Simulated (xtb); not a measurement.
xtb input (GFN1-xTB):

```bash
xtb mol.xyz --gfn 1 --sp --chrg 0 --uhf 0
```
mol.xyz:
```
10

B      0.00008518     0.00000407    -0.00000466
N      1.42499878     0.06802877    -0.07800717
N     -0.64316215    -1.24955519     0.25794948
N     -0.78318476     1.18146206    -0.17986851
H      1.93043893     0.92979392    -0.16860263
H      2.01684917    -0.74135226    -0.04747951
H     -0.14120880    -2.09879017     0.44015911
H     -1.63703224    -1.37604437     0.20649762
H     -0.38700289     2.07357360    -0.41124379
H     -1.77303319     1.21324946    -0.01982408
```

Output:

```
           -------------------------------------------------
          |                Calculation Setup                |
           -------------------------------------------------

           -------------------------------------------------
          |                 G F N 1 - x T B                 |
           -------------------------------------------------

        Reference                      10.1021/acs.jctc.7b00118
      * Hamiltonian:
        H0-scaling (s, p, d)           1.850000    2.250000    2.000000
        zeta-weighting                 0.000000
      * Dispersion:
        s8                             2.400000
        a1                             0.630000
        a2                             5.000000
        s9                             0.000000
      * Repulsion:
        kExp                           1.500000
        rExp                           1.000000
      * Coulomb:
        alpha                          2.000000
        third order                    atomic
        anisotropic                    false
      * Halogen bond correction:
        rad-scale                      1.300000
        damping                        0.440000

          ...................................................
          :                      SETUP                      :
          :.................................................:
          :  # basis functions                  28          :
          :  # atomic orbitals                  28          :
          :  # shells                           20          :
          :  # electrons                        24          :
          :  # halogen bonds                     0          :
          :  max. iterations                   250          :
          :  Hamiltonian                  GFN1-xTB          :
          :  restarted?                      false          :
          :  GBSA solvation                  false          :
          :  PC potential                    false          :
          :  electronic temp.          300.0000000     K    :
          :  accuracy                    1.0000000          :
          :  -> integral cutoff          0.2500000E+02      :
          :  -> integral neglect         0.1000000E-07      :
          :  -> SCF convergence          0.1000000E-05 Eh   :
          :  -> wf. convergence          0.2000000E-04 e    :
          :  Broyden damping             0.4000000          :
          :  net charge                          0          :
          :  unpaired electrons                  0          :
          ...................................................

 iter      E             dE          RMSdq      gap      omega  full diag
   1    -14.5111877 -0.145112E+02  0.759E+00    7.17       0.0  T
   2    -14.5397786 -0.285908E-01  0.450E+00    7.27       1.0  T
   3    -14.5396219  0.156727E-03  0.626E-01    6.98       1.0  T
   4    -14.5403709 -0.749052E-03  0.122E-01    7.20       1.0  T
   5    -14.5402977  0.731970E-04  0.140E-01    7.07       1.0  T
   6    -14.5404523 -0.154563E-03  0.491E-03    7.15       6.4  T
   7    -14.5404525 -0.179729E-06  0.431E-04    7.15      73.4  T
   8    -14.5404525 -0.114872E-08  0.727E-05    7.15     434.8  T
   9    -14.5404525 -0.394813E-10  0.216E-06    7.15   14672.2  T

   *** convergence criteria satisfied after 9 iterations ***

         #    Occupation            Energy/Eh            Energy/eV
      -------------------------------------------------------------
         1        2.0000           -0.7281018             -19.8127
       ...           ...                  ...                  ...
         6        2.0000           -0.5393009             -14.6751
         7        2.0000           -0.5148744             -14.0104
         8        2.0000           -0.4750342             -12.9263
         9        2.0000           -0.4748681             -12.9218
        10        2.0000           -0.4372384             -11.8979
        11        2.0000           -0.3741659             -10.1816
        12        2.0000           -0.3739340             -10.1753 (HOMO)
        13                         -0.1112757              -3.0280 (LUMO)
        14                         -0.0962702              -2.6196
        15                         -0.0952736              -2.5925
        16                         -0.0951968              -2.5904
        17                         -0.0384757              -1.0470
       ...                                ...                  ...
        28                          0.6677080              18.1693
      -------------------------------------------------------------
                  HL-Gap            0.2626583 Eh            7.1473 eV
             Fermi-level           -0.2426048 Eh           -6.6016 eV

 SCC (total)                   0 d,  0 h,  0 min,  0.005 sec
 SCC setup                      ...        0 min,  0.000 sec (  1.709%)
 Dispersion                     ...        0 min,  0.000 sec (  0.842%)
 classical contributions        ...        0 min,  0.000 sec (  0.358%)
 integral evaluation            ...        0 min,  0.001 sec ( 24.425%)
 iterations                     ...        0 min,  0.001 sec ( 25.563%)
 molecular gradient             ...        0 min,  0.002 sec ( 44.668%)
 printout                       ...        0 min,  0.000 sec (  2.274%)

         :::::::::::::::::::::::::::::::::::::::::::::::::::::
         ::                     SUMMARY                     ::
         :::::::::::::::::::::::::::::::::::::::::::::::::::::
         :: total energy             -14.363277831594 Eh    ::
         :: gradient norm              0.007453804816 Eh/a0 ::
         :: HOMO-LUMO gap              7.147296113021 eV    ::
         ::.................................................::
         :: SCC energy               -14.540452455396 Eh    ::
         :: -> electrostatic           0.056950275402 Eh    ::
         :: repulsion energy           0.179646686994 Eh    ::
         :: dispersion energy         -0.002472063192 Eh    ::
         :: halogen bond corr.         0.000000000000 Eh    ::
         :: add. restraining           0.000000000000 Eh    ::
         :: total charge              -0.000000000000 e     ::
         :::::::::::::::::::::::::::::::::::::::::::::::::::::

           -------------------------------------------------
          |                Property Printout                |
           -------------------------------------------------

    * Orbital Energies and Occupations

         #    Occupation            Energy/Eh            Energy/eV
      -------------------------------------------------------------
         1        2.0000           -0.7281018             -19.8127
         2        2.0000           -0.7205987             -19.6085
         3        2.0000           -0.7205172             -19.6063
         4        2.0000           -0.5567233             -15.1492
         5        2.0000           -0.5393324             -14.6760
         6        2.0000           -0.5393009             -14.6751
         7        2.0000           -0.5148744             -14.0104
         8        2.0000           -0.4750342             -12.9263
         9        2.0000           -0.4748681             -12.9218
        10        2.0000           -0.4372384             -11.8979
        11        2.0000           -0.3741659             -10.1816
        12        2.0000           -0.3739340             -10.1753 (HOMO)
        13                         -0.1112757              -3.0280 (LUMO)
        14                         -0.0962702              -2.6196
        15                         -0.0952736              -2.5925
        16                         -0.0951968              -2.5904
        17                         -0.0384757              -1.0470
Note: The following floating-point exceptions are signalling: IEEE_DENORMAL
normal termination of xtb
        18                         -0.0382797              -1.0416
        19                         -0.0074669              -0.2032
        20                          0.2399582               6.5296
        21                          0.2684357               7.3045
        22                          0.2687078               7.3119
        23                          0.3382168               9.2033
       ...                                ...                  ...
        28                          0.6677080              18.1693
      -------------------------------------------------------------
                  HL-Gap            0.2626583 Eh            7.1473 eV
             Fermi-level           -0.2426048 Eh           -6.6016 eV

  Mulliken/CM5 charges         n(s)   n(p)   n(d)
     1B     0.43619  0.39678   0.809  1.755  0.000
     2N    -0.53554 -0.92090   1.420  4.115  0.000
     3N    -0.53555 -0.92086   1.420  4.115  0.000
     4N    -0.53555 -0.92086   1.420  4.115  0.000
     5H     0.19508  0.39431   0.805  0.000  0.000
     6H     0.19508  0.39431   0.805  0.000  0.000
     7H     0.19499  0.39422   0.805  0.000  0.000
     8H     0.19516  0.39439   0.805  0.000  0.000
     9H     0.19499  0.39422   0.805  0.000  0.000
    10H     0.19516  0.39439   0.805  0.000  0.000

Wiberg/Mayer (AO) data.
largest (>0.10) Wiberg bond orders for each atom

 ---------------------------------------------------------------------------
     #   Z sym  total        # sym  WBO       # sym  WBO       # sym  WBO
 ---------------------------------------------------------------------------
     1   5 B    3.446 --     2 N    1.130     4 N    1.130     3 N    1.130
     2   7 N    3.106 --     1 B    1.130     6 H    0.940     5 H    0.940
     3   7 N    3.105 --     1 B    1.130     7 H    0.940     8 H    0.940
     4   7 N    3.105 --     1 B    1.130     9 H    0.940    10 H    0.940
     5   1 H    0.963 --     2 N    0.940
     6   1 H    0.963 --     2 N    0.940
     7   1 H    0.963 --     3 N    0.940
     8   1 H    0.963 --     3 N    0.940
     9   1 H    0.963 --     4 N    0.940
    10   1 H    0.963 --     4 N    0.940
 ---------------------------------------------------------------------------

Topologies differ in total number of bonds
Writing topology from bond orders to xtbtopo.mol

 dipole moment from electron density (au)
     X       Y       Z
   0.0094   0.0005  -0.0005  total (Debye):    0.024

           -------------------------------------------------
          | TOTAL ENERGY              -14.363277831594 Eh   |
          | GRADIENT NORM               0.007453804816 Eh/α |
          | HOMO-LUMO GAP               7.147296113021 eV   |
           -------------------------------------------------

------------------------------------------------------------------------
------------------------------------------------------------------------
 total:
 SCF:
```
